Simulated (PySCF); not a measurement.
AlCl2HSe, SMILES [Al]([Cl])([Cl])[SeH].

Geometry optimised at B3LYP-D3(BJ)/def2-SVP. The structure was generated by enumeration; whether it is a known compound was not checked. One conformer was computed; it need not be the lowest.

Method: PBE/def2-TZVP run with PySCF.

Symmetry labels are those of the subgroup Cs that the program uses (full group Cs).

Computed valence orbital energies around the gap with their symmetry:
| orbital | symmetry | energy (eV) |
|---|---|---|
| HOMO−7 | A' | -10.17 |
| HOMO−6 | A' | -9.49 |
| HOMO−5 | A' | -8.80 |
| HOMO−4 | A" | -8.63 |
| HOMO−3 | A" | -8.22 |
| HOMO−2 | A' | -8.00 |
| HOMO−1 | A' | -7.84 |
| HOMO | A" | -6.69 |
| LUMO | A' | -2.03 |
| LUMO+1 | A" | -1.83 |
| LUMO+2 | A' | -1.18 |
| LUMO+3 | A' | 0.40 |
